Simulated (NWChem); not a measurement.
Species: C$_{2}$H$_{4}$F$_{2}$OSi; SMILES O=C[SiH2]C(F)F

```xyz
10

O      0.8247    -2.1723    -0.6758
C      0.0039    -2.0118     0.1944
Si    -0.9656    -0.3399     0.2464
C      0.3213     0.9887    -0.2712
F     -0.2792     2.1944    -0.4368
F      1.2463     1.1070     0.7188
H     -0.1925    -2.8280     0.9428
H     -1.5132    -0.0249     1.5960
H     -2.0570    -0.4055    -0.7684
H      0.8560     0.7338    -1.2044
```
Atoms are numbered in this order, from 1.

Results from NWChem. Pople sets run with spherical d functions. Structure relaxed at the PBE0/def2-SVP level. GIAO values for the isolated, static molecule; σ is the absolute isotropic shielding, δ = σ(reference) − σ with the isolated reference molecule computed at the same levels (13C: tetramethylsilane, 19F: trichlorofluoromethane, 1H: tetramethylsilane, 29Si: tetramethylsilane).

| level | δ C2 (ppm) | δ Si3 (ppm) | δ C4 (ppm) | δ F5 (ppm) | δ F6 (ppm) | δ H9 (ppm) | δ H10 (ppm) |
|---|---|---|---|---|---|---|---|
| LDA (Slater exchange, VWN5)/pcSseg-1 | 257.6 | -77.4 | 133.4 | -162.4 | -155.0 | 4.36 | 6.77 |
| Hartree-Fock/6-31G* | 224.2 | -38.2 | 102.6 | -116.6 | -112.7 | 4.14 | 6.20 |
| B3LYP/6-311G** | (withheld) | (withheld) | (withheld) | (withheld) | (withheld) | 4.17 | (withheld) |

Q: What belongs in the gaps?

A: 
- B3LYP/6-311G**, δ C2 (ppm): 237.6
- B3LYP/6-311G**, δ Si3 (ppm): -69.6
- B3LYP/6-311G**, δ C4 (ppm): 121.7
- B3LYP/6-311G**, δ F5 (ppm): -158.5
- B3LYP/6-311G**, δ F6 (ppm): -150.9
- B3LYP/6-311G**, δ H10 (ppm): 6.34
